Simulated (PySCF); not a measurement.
# Computed data sheet: `[SiH3]C#[C][GeH2][CH2]Cl`

Compound: C3H7ClGeSi.
Bonds: Si1–C2, C2–C3 (triple), C3–Ge4, Ge4–C5, C5–Cl6. Hydrogens: H7, H8, H9 on Si1; H10, H11 on Ge4; H12, H13 on C5.

Structural features include: alkyne, C–Cl bond, Si–H bond and C–Si bond.

**PBE0-D3(BJ)/def2-SVP geometry optimisation, gas phase (PySCF)**

- Point group: Cs
- Rotational constants A, B, C: 5.670, 0.450, 0.422 GHz

B3LYP/def2-SVPD ground state and vertical TDDFT (core frozen in the response) (PySCF):

- Dipole moment: 1.38 D
- HOMO energy: -7.77 eV
- LUMO energy: -1.04 eV
- HOMO–LUMO gap: 6.73 eV
- Lowest singlet excitation: 5.50 eV (225 nm, f = 0.000)
- Strongest line among the 6 lowest singlet transitions: S4 at 6.28 eV (197 nm, f = 0.121)
- Static isotropic polarisability: 113.1 au
- Electronic spatial extent ⟨r²⟩ about the centre of nuclear charge: 2429 bohr²

Monoisotopic mass (most abundant isotopes): 179.9217 u.

The largest Löwdin shares of the HOMO are 0.27 on Cl6, 0.21 on C2, 0.20 on C3 and 0.13 on C5. With B = h/(8π²I), that is 505.379 GHz u Å² over I, the principal moments of inertia are 89.1, 1123.9 and 1197.4 u Å² (most abundant isotopes); the inertial defect Ic − Ia − Ib is -15.6 u Å² (zero for a rigid planar frame, negative otherwise). The largest Löwdin shares of the LUMO are 0.24 on C2, 0.22 on C3, 0.14 on Ge4 and 0.11 on Si1. No computed singlet falls in the visible range (750 to 380 nm, 1.65 to 3.26 eV); S1 lies 2.24 eV above its blue end. In atomic units the dipole is 0.54 e·bohr (1 au = 2.5417 D). A dipole of 1.38 D is allowed in Cs, and pure rotational transitions are dipole-allowed.

 Relativistic effects, spin–orbit coupling among them, are left out although an element past zinc is present.

Conformer computed: `[SiH3:1][C:2]#[C:3][GeH2:4][CH2:5][Cl:6]`: C3–Ge4–C5–Cl6 180°.

One conformer stands for the species.
